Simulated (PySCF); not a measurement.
# `N#C[C@@H]1C[C@H](F)CO1`, C5H6FNO

Cartesian coordinates in Å; atom numbers follow the order of the lines, from 1:
```xyz
14

N     2.404    1.522   -0.955
C     1.773    0.933   -0.208
C     0.939    0.195    0.734
C     0.374   -1.080    0.072
C    -0.994   -0.625   -0.451
F    -1.014   -0.600   -1.826
C    -1.158    0.804    0.105
O    -0.193    0.950    1.122
H     1.525   -0.006    1.636
H     0.264   -1.872    0.811
H     1.000   -1.433   -0.747
H    -1.805   -1.296   -0.153
H    -0.983    1.516   -0.712
H    -2.135    0.991    0.550
```

Method: TDDFT B3LYP/def2-SVPD circular dichroism and optical rotation, one conformer, gas phase (PySCF 2.14.0). Geometry: GFN2-xTB.

States above about 8.4 eV (minus the energy of the highest occupied orbital) lie near or above the ionisation threshold and depend on the basis.

Stereocentres: C3 S, C5 S.

Question: What is the specific rotation at 633, 589.3, 546, 436, 405, 365, 355 nm?

Answer: [α] in deg dm⁻¹ (g/mL)⁻¹:
| λ (nm) | origin-invariant length gauge | modified velocity gauge | length gauge (centre of mass) | isotropic polarisability (au) |
| --- | --- | --- | --- | --- |
| 633 | +14.3 | +4.5 | +14.9 | 64.5 |
| 589.3 | +15.8 | +4.3 | +16.4 | 64.7 |
| 546 | +17.2 | +3.7 | +17.9 | 64.9 |
| 436 | +18.7 | -3.5 | +19.8 | 65.8 |
| 405 | +16.8 | -9.5 | +18.0 | 66.2 |
| 365 | +9.0 | -24.5 | +10.5 | 67.0 |
| 355 | +5.4 | -30.5 | +6.9 | 67.2 |

Where the gauges differ in sign the basis doesn't settle the rotation.

Question: And for the mirror image at 589.3 nm?

Answer: -15.8 deg dm⁻¹ (g/mL)⁻¹ (origin-invariant length gauge): the same size and the opposite sign.

Question: What is the molar rotation [Φ] = [α]·M/100 of the geometry above at 589.3 nm?

Answer: With M = 115.11 g/mol, +18.2 deg cm² dmol⁻¹ (origin-invariant length gauge).

The first excitation lies at 6.89 eV (180 nm) with R = -3.7 × 10⁻⁴⁰ esu² cm² (velocity form).
